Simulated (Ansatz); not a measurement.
A structure relaxed at r2SCAN/def2-SVPD in Ansatz, charge -1, doublet:

Cartesian coordinates in Å:
```
Li -0.093 -1.172 0.918
Li 0.362 -0.714 -2.152
Na 2.442 0.755 -0.186
Na 3.482 -0.263 -3.541
Na -1.084 1.748 -0.170
Na -2.822 -1.247 -0.712
Na -2.759 -0.317 2.849
Na 0.472 1.210 2.995
```

Question: Give its formula.

Answer: Na6Li2⁻.

Question: Summarise the bond lengths by kind (pairs closer than 1.2 times the sum of covalent radii, bridged metal pairs left out).

Answer: 8 × Li–Na 3.18 to 3.48 Å; 7 × Na–Na 3.50 to 3.77 Å.

The charge -1 doublet is spin-contaminated (final ⟨S²⟩ up to 1.13, 0.75 for a pure state). The relaxation made no stability test and no search for a lower SCF solution. The structure comes from a short search, and lower isomers may exist.
